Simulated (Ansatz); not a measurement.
SnGe6, relaxed as a singlet with RKS PBE-D4/def2-SVP in Ansatz, starting from the GFN2-xTB geometry. Force threshold 0.02 eV/Å.

In the def2 sets Sn takes a core potential; there is no spin–orbit coupling. The structure comes from a short search, and lower isomers may exist.

Start:

```tsv
atom	x (Å)	y (Å)	z (Å)
Sn1	-0.190	-0.247	2.339
Ge2	-0.860	1.929	0.775
Ge3	-1.240	-0.493	-0.178
Ge4	0.765	-2.059	0.486
Ge5	1.244	0.500	0.123
Ge6	-0.355	1.395	-1.684
Ge7	0.636	-1.024	-1.861
```

(1) Estimate the energy that the relaxation releases and the steps that it takes.

(2) Does the start keep its bonding and symmetry?

(3) Predict the relaxed structure.

## Answers

(1) 6.2 kcal/mol, in 5 steps; 25 s on 4 threads of Arm Neoverse V1 on a shared host. No frequencies were taken in this run, so the end may be a saddle point.

(2) By distances, no bond broke or formed. The bond that changes most is Sn1–Ge3, from 2.74 to 2.87 Å (atoms count from 1). Point group C2v at the start, C2v at the end, both within 0.05 Å.

(3) 
```xyz
7

Sn   -0.1969   -0.2591    2.4664
Ge   -0.8817    1.9705    0.7786
Ge   -1.2863   -0.5125   -0.1732
Ge    0.7810   -2.1031    0.4834
Ge    1.2889    0.5159    0.1405
Ge   -0.3567    1.4295   -1.7583
Ge    0.6518   -1.0412   -1.9374
```
Bond lengths: 12 × Ge–Ge 2.65 to 2.79 Å; 4 × Ge–Sn 2.87 to 2.88 Å.
